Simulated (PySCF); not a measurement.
```xyz
4
charge 1 multiplicity 4, angstrom
Si    1.0922    1.0922    0.3971
Si   -1.0922    1.0922   -0.3971
Si   -1.0922   -1.0922    0.3971
Si    1.0922   -1.0922   -0.3971
```

All numbers come from UPBE0/[Si def2-TZVP], no relativity, density fitting, PySCF.

This geometry of [Si4]+ is a stationary point at this level.

Question: What is the point group?

Answer: D2d.

Question: Is it a minimum?

Answer: No: it has 1 imaginary mode, at 353i cm⁻¹ (b1).

Question: List the harmonic modes with their infrared intensities.

Answer: 
```json
{"symmetry": "b1", "ω (cm⁻¹)": "353i", "IR (km/mol, summed over degenerate members)": "–"}
{"symmetry": "a1", "ω (cm⁻¹)": "160", "IR (km/mol, summed over degenerate members)": "0.0"}
{"symmetry": "b2", "ω (cm⁻¹)": "214", "IR (km/mol, summed over degenerate members)": "3.1"}
{"symmetry": "e", "ω (cm⁻¹)": "384", "IR (km/mol, summed over degenerate members)": "3.1"}
{"symmetry": "a1", "ω (cm⁻¹)": "458", "IR (km/mol, summed over degenerate members)": "0.0"}
```

Question: What are the dipole moment and the gap between the highest occupied and lowest empty levels of either spin?

Answer: 0.00 D about the centre of mass and 1.21 eV.

In D2d the vibrations span b1 + 2a1 + b2 + e. The a1, b1 modes carry no infrared intensity, as symmetry demands.

This need not be the most stable arrangement of these atoms. At this level a doublet minimum of D2h symmetry lies 143 kJ/mol below this structure.
